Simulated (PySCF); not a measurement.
PySCF input (BP86/6-31G* (5d)):

```python
from pyscf import gto, dft

mol = gto.M(
    atom='''
    N    -1.48290600   -0.71324300   -0.07058700
    Si    0.08291600    0.01954000    0.01988300
    O     0.40891500   -0.38289200    1.54946200
    O     0.01924000    1.62904900   -0.27892900
    O     1.03505200   -0.66239400   -1.11309700
    H    -1.55298900   -1.71410600   -0.19121400
    H    -2.24869000   -0.35420100    0.48098500
    H    -0.04985500    2.21288900    0.48054500
    H     1.36540000   -0.09554100   -1.81406100
    ''',
    basis='6-31g*',
    charge=0,
    spin=1,
    verbose=4,
)

mf = dft.UKS(mol, xc='bp86')
mf.grids.level = 3
mf.conv_tol = 1e-9
mf.max_cycle = 100
mf.max_memory = 1500
mf.kernel()
if not mf.converged:
    mf = mf.newton()
    mf.kernel(mf.make_rdm1())
mo, _, stable, _ = mf.stability(return_status=True)
if not stable:
    mf.kernel(mf.make_rdm1(mo, mf.mo_occ))
    stable = mf.stability(return_status=True)[2]
mf.dip_moment()
```

Output:

```
PySCF version 2.14.0

[INPUT] verbose = 4
[INPUT] num. atoms = 9
[INPUT] num. electrons = 49
[INPUT] charge = 0
[INPUT] spin (= nelec alpha-beta = 2S) = 1
[INPUT] symmetry False subgroup None
[INPUT] Mole.unit = angstrom
[INPUT] Symbol           X                Y                Z      unit          X                Y                Z       unit  Magmom
[INPUT]  1 N     -1.482906000000  -0.713243000000  -0.070587000000 AA   -2.802286208474  -1.347833930263  -0.133390097955 Bohr   0.0
[INPUT]  2 Si     0.082916000000   0.019540000000   0.019883000000 AA    0.156688531344   0.036925248474   0.037573424535 Bohr   0.0
[INPUT]  3 O      0.408915000000  -0.382892000000   1.549462000000 AA    0.772737358227  -0.723561015287   2.928058820421 Bohr   0.0
[INPUT]  4 O      0.019240000000   1.629049000000  -0.278929000000 AA    0.036358330637   3.078456453497  -0.527099418199 Bohr   0.0
[INPUT]  5 O      1.035052000000  -0.662394000000  -1.113097000000 AA    1.955964804683  -1.251743246555  -2.103448480075 Bohr   0.0
[INPUT]  6 H     -1.552989000000  -1.714106000000  -0.191214000000 AA   -2.934723884462  -3.239190888474  -0.361342091183 Bohr   0.0
[INPUT]  7 H     -2.248690000000  -0.354201000000   0.480985000000 AA   -4.249408239048  -0.669342883047   0.908929920024 Bohr   0.0
[INPUT]  8 H     -0.049855000000   2.212889000000   0.480545000000 AA   -0.094212295940   4.181754154063   0.908098440529 Bohr   0.0
[INPUT]  9 H      1.365400000000  -0.095541000000  -1.814061000000 AA    2.580232050481  -0.180546323667  -3.428078463255 Bohr   0.0

nuclear repulsion = 255.642043785837
number of shells = 40
number of NR pGTOs = 175
number of NR cGTOs = 82
basis = 6-31g*
ecp = {}

******** <class 'pyscf.dft.uks.UKS'> ********
method = UKS
initial guess = minao
damping factor = 0
level_shift factor = 0
DIIS = <class 'pyscf.scf.diis.CDIIS'>
diis_start_cycle = 1
diis_space = 8
diis_damp = 0
SCF conv_tol = 1e-09
SCF conv_tol_grad = None
SCF max_cycles = 100
direct_scf = True
direct_scf_tol = 1e-13
number electrons alpha = 25  beta = 24
XC library pyscf.dft.libxc version 7.1.2
    S. Lehtola, C. Steigemann, M. J. T. Oliveira, and M. A. L. Marques,  SoftwareX 7, 1–5 (2018)
XC functionals = bp86
    A. D. Becke,  Phys. Rev. A 38, 3098 (1988)
    J. P. Perdew,  Phys. Rev. B 33, 8822 (1986)
    J. P. Perdew,  Phys. Rev. B 34, 7406–7406 (1986)
radial grids:
    Treutler-Ahlrichs [JCP 102, 346 (1995); DOI:10.1063/1.469408] (M4) radial grids

becke partition: Becke, JCP 88, 2547 (1988); DOI:10.1063/1.454033
pruning grids: <function nwchem_prune>
grids dens level: 3
symmetrized grids: False
atomic radii adjust function: <function treutler_atomic_radii_adjust>
small_rho_cutoff = 0
Set gradient conv threshold to 3.16228e-05
tot grids = 114560
init E= -572.890604451656
  alpha nocc = 25  HOMO = -0.309650838462749  LUMO = -0.0426382952558395
  beta  nocc = 24  HOMO = -0.403592119065326  LUMO = -0.309650838462748

WARN: HOMO -0.309650838462749 >= LUMO -0.309650838462748

cycle= 1 E= -571.908420065819  delta_E= 0.982  |g|= 1.05  |ddm|= 2.07
  alpha nocc = 25  HOMO = 0.0346813941698869  LUMO = 0.0536031020650358
  beta  nocc = 24  HOMO = 0.0101060561970154  LUMO = 0.0379073684020925
  HOMO = 0.0346813941699  LUMO = 0.0379073684021  gap/eV = 0.08778
cycle= 2 E= -563.137355918881  delta_E= 8.77  |g|= 2.98  |ddm|= 8.95
  alpha nocc = 25  HOMO = -0.196451776233087  LUMO = 0.00537109816801884
  beta  nocc = 24  HOMO = -0.229623391157303  LUMO = -0.132671774888627
  HOMO = -0.196451776233  LUMO = -0.132671774889  gap/eV = 1.73554
cycle= 3 E= -571.867056788675  delta_E= -8.73  |g|= 0.996  |ddm|=  8.9
  alpha nocc = 25  HOMO = -0.214677312785418  LUMO = 0.00253491248350679
  beta  nocc = 24  HOMO = -0.222900894753913  LUMO = -0.188215361446653
  HOMO = -0.214677312785  LUMO = -0.188215361447  gap/eV = 0.72007
cycle= 4 E= -572.365412067669  delta_E= -0.498  |g|= 0.302  |ddm|= 0.968
  alpha nocc = 25  HOMO = -0.215329835903895  LUMO = 0.0125792951173529
  beta  nocc = 24  HOMO = -0.206582892605132  LUMO = -0.17749241730905
  HOMO = -0.206582892605  LUMO = -0.177492417309  gap/eV = 0.79159
cycle= 5 E= -572.380426588673  delta_E= -0.015  |g|= 0.186  |ddm|= 0.318
  alpha nocc = 25  HOMO = -0.217066580480183  LUMO = 0.0151031896391953
  beta  nocc = 24  HOMO = -0.205943524102521  LUMO = -0.166433154963426
  HOMO = -0.205943524103  LUMO = -0.166433154963  gap/eV = 1.07513
cycle= 6 E= -572.392699223447  delta_E= -0.0123  |g|= 0.133  |ddm|= 0.141
  alpha nocc = 25  HOMO = -0.239891953790582  LUMO = 0.0145521935786386
  beta  nocc = 24  HOMO = -0.227607765817351  LUMO = -0.182985068301006
  HOMO = -0.227607765817  LUMO = -0.182985068301  gap/eV = 1.21425
cycle= 7 E= -572.401745984417  delta_E= -0.00905  |g|= 0.028  |ddm|= 0.116
  alpha nocc = 25  HOMO = -0.239033217863345  LUMO = 0.015337529820568
  beta  nocc = 24  HOMO = -0.22815303411994  LUMO = -0.182021551418021
  HOMO = -0.22815303412  LUMO = -0.182021551418  gap/eV = 1.25530
cycle= 8 E= -572.40194909559  delta_E= -0.000203  |g|= 0.0169  |ddm|= 0.0349
  alpha nocc = 25  HOMO = -0.240054084127648  LUMO = 0.0149242963215932
  beta  nocc = 24  HOMO = -0.227581880737345  LUMO = -0.182704875508723
  HOMO = -0.227581880737  LUMO = -0.182704875509  gap/eV = 1.22117
cycle= 9 E= -572.402090889626  delta_E= -0.000142  |g|= 0.0042  |ddm|= 0.0163
  alpha nocc = 25  HOMO = -0.240102569299516  LUMO = 0.0148199278728418
  beta  nocc = 24  HOMO = -0.22753090040143  LUMO = -0.182883136269495
  HOMO = -0.227530900401  LUMO = -0.182883136269  gap/eV = 1.21493
cycle= 10 E= -572.402094858247  delta_E= -3.97e-06  |g|= 0.00232  |ddm|= 0.00438
  alpha nocc = 25  HOMO = -0.240061423365088  LUMO = 0.0149164168821434
  beta  nocc = 24  HOMO = -0.227546062970275  LUMO = -0.182781289973413
  HOMO = -0.22754606297  LUMO = -0.182781289973  gap/eV = 1.21811
cycle= 11 E= -572.40209772188  delta_E= -2.86e-06  |g|= 0.000325  |ddm|= 0.00247
  alpha nocc = 25  HOMO = -0.240083758799894  LUMO = 0.014908477684465
  beta  nocc = 24  HOMO = -0.227547322195849  LUMO = -0.18279995614331
  HOMO = -0.227547322196  LUMO = -0.182799956143  gap/eV = 1.21764
cycle= 12 E= -572.402097769629  delta_E= -4.77e-08  |g|= 0.000151  |ddm|= 0.000308
  alpha nocc = 25  HOMO = -0.240085302616877  LUMO = 0.0149069124814827
  beta  nocc = 24  HOMO = -0.227542199058008  LUMO = -0.182799123293683
  HOMO = -0.227542199058  LUMO = -0.182799123294  gap/eV = 1.21752
cycle= 13 E= -572.402097778088  delta_E= -8.46e-09  |g|= 8.44e-05  |ddm|= 0.000102
  alpha nocc = 25  HOMO = -0.240080526266032  LUMO = 0.0149075524745839
  beta  nocc = 24  HOMO = -0.227529335658639  LUMO = -0.182795824203665
  HOMO = -0.227529335659  LUMO = -0.182795824204  gap/eV = 1.21726
cycle= 14 E= -572.402097781355  delta_E= -3.27e-09  |g|= 3.82e-05  |ddm|= 0.000123
  alpha nocc = 25  HOMO = -0.240081449488975  LUMO = 0.0149069999359353
  beta  nocc = 24  HOMO = -0.22753321768828  LUMO = -0.182795922724429
  HOMO = -0.227533217688  LUMO = -0.182795922724  gap/eV = 1.21736
cycle= 15 E= -572.402097782185  delta_E= -8.3e-10  |g|= 7.86e-06  |ddm|= 4.66e-05
  alpha nocc = 25  HOMO = -0.240081836839254  LUMO = 0.0149068025613754
  beta  nocc = 24  HOMO = -0.227531683551046  LUMO = -0.182796795708186
  HOMO = -0.227531683551  LUMO = -0.182796795708  gap/eV = 1.21730
Extra cycle  E= -572.402097781697  delta_E= 4.88e-10  |g|= 3.09e-05  |ddm|= 3.57e-05
converged SCF energy = -572.402097781697  <S^2> = 0.75323376  2S+1 = 2.0032312
uhf_internal: lowest eigs of H = [0.5283569  0.53709278 0.54298062]
<class 'pyscf.dft.uks.UKS'> wavefunction is stable in the internal stability analysis
Dipole moment(X, Y, Z, Debye): -2.32604,  0.96828, -1.16130
```

The geometry given is a B3LYP-D3(BJ)/def2-TZVP minimum.
